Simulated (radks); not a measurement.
The numbers below are computed, except where a source is named.
Question: The mean radii <r> (bohr) of the occupied orbitals of an atom or ion are listed with their occupations. Code: a radial shooting solver on a logarithmic mesh with Libxc functionals. Model: scalar-relativistic Kohn-Sham, Wu-Cohen GGA, spin-unpolarised, spherical densities, finite nucleus; Fermi nuclear charge, rms radius of each element as measured or else 0.836 A^(1/3) + 0.57 fm.

| orbital | occ. | <r> |
|---|---|---|
| 1s | 2 | 0.4179 |

Name the element and its charge.

Answer: Z = 4, beryllium, charge +2: Be2+ in [He]. The 1s radius gives Z: for a bare nucleus <r> = (2 gamma + 1)/(2Z) with gamma = sqrt(1 - (Z/c)^2), 0.3749 bohr for Z = 4, and screening makes it slightly larger (0.4179 here). The occupations add up to 2, and the charge is Z minus that.
